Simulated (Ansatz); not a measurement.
Computed with Ansatz.

CH4BrFOSi, SMILES `OC(Br)[SiH2]F` at its PBE0-D4/def2-TZVP geometry, where that method's forces vanish. The species carries charge 0 and has multiplicity 1.

| atom | x (Å) | y (Å) | z (Å) |
| --- | --- | --- | --- |
| O1 | 0.1999 | -0.7198 | -1.4783 |
| C2 | -0.4755 | -0.3962 | -0.3244 |
| Br3 | -2.0079 | 0.8337 | -0.6687 |
| Si4 | 0.7042 | 0.5241 | 0.8304 |
| F5 | -0.0729 | 0.8229 | 2.1913 |
| H6 | -0.3600 | -1.2553 | -2.0506 |
| H7 | -0.9674 | -1.2508 | 0.1470 |
| H8 | 1.1233 | 1.7934 | 0.2022 |
| H9 | 1.8562 | -0.3519 | 1.1511 |

Task: For each bond, give half the difference of the two atoms' forces along it (eV/Å; positive pushes the atoms apart) under PBE-D4, r2SCAN-D4, B3LYP-D4, ωB97M-V in def2-TZVPP. (An estimate is asked.)

Result: The calculation gave: 
| bond | length (Å) | PBE-D4 | r2SCAN-D4 | B3LYP-D4 | ωB97M-V |
| --- | --- | --- | --- | --- | --- |
| O1–C2 | 1.376 | 0.26 | 0.22 | 0.29 | 0.38 |
| O1–H6 | 0.963 | 0.39 | 0.01 | -0.06 | -0.13 |
| C2–Br3 | 1.995 | 0.29 | 0.29 | 0.32 | -0.09 |
| C2–Si4 | 1.890 | -0.12 | -0.08 | -0.05 | -0.04 |
| C2–H7 | 1.093 | 0.07 | -0.08 | -0.19 | -0.17 |
| Si4–F5 | 1.595 | 0.52 | 0.03 | 0.22 | 0.20 |
| Si4–H8 | 1.477 | 0.02 | -0.03 | -0.12 | -0.16 |
| Si4–H9 | 1.482 | 0.02 | -0.02 | -0.14 | -0.17 |

B3LYP here is the variant with VWN-RPA as its local correlation; programs differ in this.
